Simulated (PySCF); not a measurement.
A structure optimised at PBE0-D3(BJ)/def2-TZVP, used in a PySCF frequency run:

```
Ga
Cl 1 2.1592
Cl 1 2.1592 2 118.79
```
Charge 0, spin multiplicity 2.

Problem. Write its SMILES, formula and point group.

Solution. [Cl][Ga][Cl], Cl₂Ga, C2v

Problem. What are its rotational constants (standard atomic weights)?

Solution. 11.899, 2.0638, 1.7587 GHz
